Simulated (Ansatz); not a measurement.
Calculated with Ansatz (gas phase, PBE0-D4/def2-TZVP geometries, no zero-point term in ΔE). CCSD(T)/CBS adds triple-zeta CCSD(T) − MP2 to the extrapolated MP2 energy (def2 sets, frozen cores). Functionals use def2-TZVPP. B3LYP here is the variant with VWN-RPA as its local correlation; programs differ in this. def2 core potentials past Kr. For Ge, Te outer-core shells are correlated without core-valence functions, which leaves a few kJ/mol of doubt a bond. Scalar relativity is left out up to krypton. One conformer a species, not always the lowest.

Reaction (cleavage of the Si–Ge bond): `[NH2][GeH]([F])[SiH3]` + `OB(O)[TeH]` → `OB(O)[Te][SiH3]` + `[NH2][GeH2][F]`

`[NH2][GeH]([F])[SiH3]`:

Z-matrix (Å, degrees):
```
Ge
F 1 1.761
Si 1 2.383 2 105.5
N 1 1.818 2 110.7 3 -119.2
H 1 1.537 2 104.3 3 125.6
H 3 1.484 1 109.6 2 48.5
H 3 1.486 1 108.7 2 -71.5
H 3 1.486 1 109.6 2 169.0
H 4 1.010 1 116.2 2 -67.1
H 4 1.009 1 116.2 2 64.2
```

`OB(O)[TeH]`:

Cartesian coordinates in Å:
```
O -0.540 -1.052 -0.827
B 0.195 0.003 -0.407
O 1.078 0.524 -1.292
Te 0.000 0.866 1.614
H -1.153 -1.394 -0.176
H 1.590 1.270 -0.979
H -1.169 -0.217 2.068
```

`OB(O)[Te][SiH3]`:

Z-matrix (Å, degrees):
```
Si
Te 1 2.486
H 1 1.483 2 109.8
H 1 1.495 2 109.1 3 118.4
H 1 1.484 2 112.7 3 -122.1
B 2 2.197 1 95.6 3 -140.2
O 6 1.353 2 114.2 1 -173.1
O 6 1.355 2 125.5 1 7.7
H 7 0.963 6 112.1 2 -178.2
H 8 0.962 6 114.5 2 2.1
```

`[NH2][GeH2][F]`:

Z-matrix (Å, degrees):
```
Ge
F 1 1.752
N 1 1.811 2 111.5
H 1 1.530 2 105.1 3 -118.3
H 1 1.530 2 105.1 3 118.3
H 3 1.009 1 116.2 2 65.7
H 3 1.009 1 116.2 2 -65.7
```

```json
{"level": "PBE-D4", "ΔE (kcal/mol)": "-11.4", "difference from CCSD(T)/CBS": "1.8"}
{"level": "PBE0-D4", "ΔE (kcal/mol)": "-12.5", "difference from CCSD(T)/CBS": "0.7"}
{"level": "B3LYP-D4", "ΔE (kcal/mol)": "-11.8", "difference from CCSD(T)/CBS": "1.4"}
{"level": "ωB97X-V", "ΔE (kcal/mol)": "-12.3", "difference from CCSD(T)/CBS": "0.9"}
{"level": "ωB97M-V", "ΔE (kcal/mol)": "-12.8", "difference from CCSD(T)/CBS": "0.4"}
{"level": "B2PLYP", "ΔE (kcal/mol)": "-12.5", "difference from CCSD(T)/CBS": "0.7"}
{"level": "PBE", "ΔE (kcal/mol)": "-10.9", "difference from CCSD(T)/CBS": "2.3"}
{"level": "r2SCAN", "ΔE (kcal/mol)": "-12.0", "difference from CCSD(T)/CBS": "1.2"}
{"level": "B3LYP", "ΔE (kcal/mol)": "-11.1", "difference from CCSD(T)/CBS": "2.1"}
{"level": "MP2/def2-TZVPP", "ΔE (kcal/mol)": "-15.1", "difference from CCSD(T)/CBS": "-1.9"}
{"level": "CCSD/def2-TZVPP", "ΔE (kcal/mol)": "-12.2", "difference from CCSD(T)/CBS": "1.0"}
{"level": "HF/def2-QZVPP", "ΔE (kcal/mol)": "-13.3", "difference from CCSD(T)/CBS": "-0.1"}
{"level": "MP2/def2-QZVPP", "ΔE (kcal/mol)": "-15.6", "difference from CCSD(T)/CBS": "-2.4"}
{"level": "SCS-MP2/def2-QZVPP", "ΔE (kcal/mol)": "-14.5", "difference from CCSD(T)/CBS": "-1.3"}
{"level": "MP2/CBS(def2)", "ΔE (kcal/mol)": "-15.8", "difference from CCSD(T)/CBS": "-2.6"}
{"level": "CCSD/CBS(def2)", "ΔE (kcal/mol)": "-13.0", "difference from CCSD(T)/CBS": "0.2"}
{"level": "CCSD(T)/CBS", "ΔE (kcal/mol)": "-13.2", "difference from CCSD(T)/CBS": "0"}
```

Largest T1 diagnostic among the species: 0.012.

From PBE to PBE0 (25 % exact exchange), in def2-TZVPP and without D4, ΔE moves by −1.2 kcal/mol.
